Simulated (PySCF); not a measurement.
C2H8BeSi.

```xyz
12

Be     0.2438    -0.2091    -0.0146
C     -0.1903    -1.2031    -1.3036
C     -1.5139    -0.8930    -2.0156
H     -0.2023    -2.2494    -0.9356
H      0.6400    -1.1867    -2.0387
H     -1.5217     0.1221    -2.4447
H     -2.3739    -0.9536    -1.3290
H     -1.7183    -1.5909    -2.8444
Si     0.8222     1.0744     1.6621
H      0.3604     0.5320     2.9836
H      0.2453     2.4556     1.5448
H      2.3103     1.2428     1.7675
```

Coordinates come from a PBE0-D3(BJ)/def2-SVP optimisation. The structure was generated by enumeration; whether it is a known compound was not checked. One conformer was computed; it need not be the lowest.

Computed with PBE0/pcSseg-1 (PySCF). Non-relativistic, no solvent.

Computed absolute GIAO shielding of each atom: isotropic value and principal components (ppm):
```
atom  σ(iso)    σ11    σ22    σ33   span
----  ------  -----  -----  -----  -----
Be1     69.4   25.4   27.4  155.6  130.1
C2     174.1  162.3  171.1  188.8   26.5
C3     177.0  171.9  172.8  186.4   14.5
H4      31.2   27.3   30.0   36.3    9.0
H5      31.2   27.3   30.0   36.4    9.1
H6      30.3   26.2   28.6   36.3   10.1
H7      30.3   26.2   28.6   36.3   10.1
H8      30.1   25.3   27.9   37.2   11.9
Si9    495.9  484.3  501.4  501.9   17.7
H10     28.4   25.6   26.0   33.5    7.9
H11     28.4   25.6   26.1   33.4    7.7
H12     28.4   25.7   25.9   33.6    7.9
```
